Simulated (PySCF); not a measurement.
## Telling isomers of C5H6F3OP apart by NMR

PySCF 2.14.0 with density-fitted response routines calculation with shielding tensors at PBE0/pcSseg-1 (GIAO) and coordinates at the GFN2-xTB level; one computed conformer, in vacuum, no relativistic terms, equivalent nuclei averaged.

References, each an isolated molecule treated in the same way: 1H, 13C against TMS. Splittings of carbon signals by F and P are missing where no couplings were computed. Where no couplings were computed, multiplicities follow the n + 1 count of equivalent neighbours, and m marks all less simple cases (inequivalent or close neighbours, rings, F or P nearby). Shifts are as computed. Against solution values, carbons near 30 ppm lie about +3 ppm off and those near 130 ppm about +5 ppm. Of 1211 compounds with measured shifts, 218 miss one by over three times the rms of a fit or turn the order of signals round; such compounds aren't used in these exercises.

(1) Tabulate the signals of `C/C=C/[P@H](=O)C(F)=C(F)F`, `CC(=O)C/P=C/C(F)(F)F`, `O=[P@@H](C(F)=C(F)F)C1CC1` and their relative energies.

(2) What is the quickest way to tell CC(=O)C/P=C/C(F)(F)F from O=[P@@H](C(F)=C(F)F)C1CC1?

(3) What is the quickest way to tell C/C=C/[P@H](=O)C(F)=C(F)F from O=[P@@H](C(F)=C(F)F)C1CC1?

(4) What is the quickest way to tell C/C=C/[P@H](=O)C(F)=C(F)F from CC(=O)C/P=C/C(F)(F)F?

Results:

(1) 
| SMILES | carbon types | δC | δH | E rel. (kcal/mol) |
| --- | --- | --- | --- | --- |
| C/C=C/[P@H](=O)C(F)=C(F)F | 2×C 2×CH 1×CH3 | 172.6, 160.8, 133.0, 126.5, 24.2 | 7.71 (m, 1H), 7.32 (m, 1H), 5.95 (m, 1H), 2.22 (d, 3H) | 26.8 |
| CC(=O)C/P=C/C(F)(F)F | 2×C 1×CH 1×CH2 1×CH3 | 205.3, 193.9, 133.8, 47.6, 36.2 | 9.14 (m, 1H), 3.23 (m, 2H), 2.21 (s, 3H) | 0.0 |
| O=[P@@H](C(F)=C(F)F)C1CC1 | 2×C 1×CH 2×CH2 | 172.7, 133.0, 10.9, 4.7, 2.1 | 7.63 (m, 1H), 1.30 (m, 1H), 0.97 (m, 1H), 0.96 (m, 1H), 0.86 (m, 1H), 0.79 (m, 1H) | 30.9 |

Energies are electronic energies at PBE0/pcSseg-1 on these geometries, without zero-point or thermal terms, each for the one conformer computed, which needn't be the lowest.

(2) Both give the same number of carbon signals, but DEPT or the intensities differ. The first has a carbon double-bonded to a heavier main-group atom (CH) at 193.9 ppm, the second a three-membered-ring carbon (CH) at 10.9 ppm. Their most deshielded carbons lie at 205.3 and 172.7 ppm. In the proton spectra the most deshielded non-exchanging signals are 9.14 (m, 1H) and 7.63 (m, 1H).

(3) Both give the same number of carbon signals, but DEPT or the intensities differ. The first has an alkene CH at 160.8 ppm, the second a three-membered-ring carbon (CH) at 10.9 ppm. Their most deshielded carbons lie at 172.6 and 172.7 ppm.

(4) Both give the same number of carbon signals, but DEPT or the intensities differ. The first has an alkene CH at 126.5 ppm, the second an sp3 CH2 bonded to P, α to a carbonyl at 47.6 ppm. Their most deshielded carbons lie at 172.6 and 205.3 ppm. In the proton spectra the most deshielded non-exchanging signals are 7.71 (m, 1H) and 9.14 (m, 1H).
